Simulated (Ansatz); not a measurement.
Total energies of Br2Si, SMILES `Br[Si]Br`.

```json
{"atom": "Br1", "x (Å)": "-1.749", "y (Å)": "-0.327", "z (Å)": "-0.329"}
{"atom": "Si2", "x (Å)": "0.070", "y (Å)": "0.045", "z (Å)": "0.941"}
{"atom": "Br3", "x (Å)": "1.679", "y (Å)": "0.282", "z (Å)": "-0.612"}
```

The species carries charge 0 and has multiplicity 1. Correlated methods include outer-core shells of Br, which these sets cover unevenly. Scalar relativity is left out up to krypton. All single points use the PBE0-D4/def2-TZVP geometry. Basis def2-TZVPP, Ansatz.

RPA on PBE orbitals: Hartree–Fock energy of these orbitals -5433.79114 Eh, correlation -0.98171 Eh (frozen core).

| functional | energy without D4 (Eh) | D4 term (kJ/mol) |
| --- | --- | --- |
| LDA (SPW92) | -5429.61320 | – |
| PBE | -5436.95953 | -11.1 |
| revPBE | -5437.37568 | -24.6 |
| BLYP | -5437.93262 | -23.6 |
| r2SCAN | -5437.81762 | -2.1 |
| B97M-V | -5436.87389 | – |
| PBE0 | -5437.15909 | -9.4 |
| B3LYP | -5437.95001 | -18.7 |
| r2SCANh | -5437.81400 | -2.4 |
| r2SCAN0 | -5437.80972 | -2.8 |
| HSE06 (plane-wave form) | -5437.16212 | -9.1 |
| BHLYP | -5437.85745 | -18.7 |
| CAM-B3LYP | -5438.12857 | -10.0 |
| LC-ωPBE | -5437.05597 | – |
| ωB97X-V | -5437.35056 | – |
| ωB97M-V | -5437.57620 | – |
| B2PLYP | -5436.99057 | – |
| PBE-QIDH | -5436.45032 | – |

B3LYP takes the VWN-RPA correlation (the form of Gaussian; ORCA's B3LYP/G). HSE06 is the plane-wave form, built on full-range PBE exchange. The double hybrids freeze the cores in their second-order part.

LC-ωPBE has ω = 0.4 bohr⁻¹.
